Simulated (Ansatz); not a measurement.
Basis-set extrapolation for BClFH$_{3}$OSi (`B[Si](O)(F)Cl`) (PBE0-D4/def2-TZVP geometry, frozen core, Ansatz). Multiplicity 1, RHF reference.

```tsv
	def2-TZVPP	def2-QZVPP
HF	-949.433548	-949.465336
MP2 correlation	-0.884940	-0.965284
CCSD(T) correlation	-0.955678	not run
```

Energies in hartree. Use E(X) = E(∞) + A·exp(−7.88·√X) for Hartree–Fock and E(X) = E(∞) + B·X^(−2.97) for correlation, with X = 3 and 4, and add CCSD(T) minus MP2 of the smaller set to the MP2 limit.

What is the CCSD(T) energy at the basis-set limit?

HF limit: -949.465336 + (-0.031788) × 0.13774 = -949.46971. MP2 limit: -0.965284 + (-0.080344) × 0.74074 = -1.02480. Higher-order term: -0.955678 − (-0.884940) = -0.07074. Total: -950.56525 hartree, 462.2 kJ/mol below CCSD(T)/def2-TZVPP.
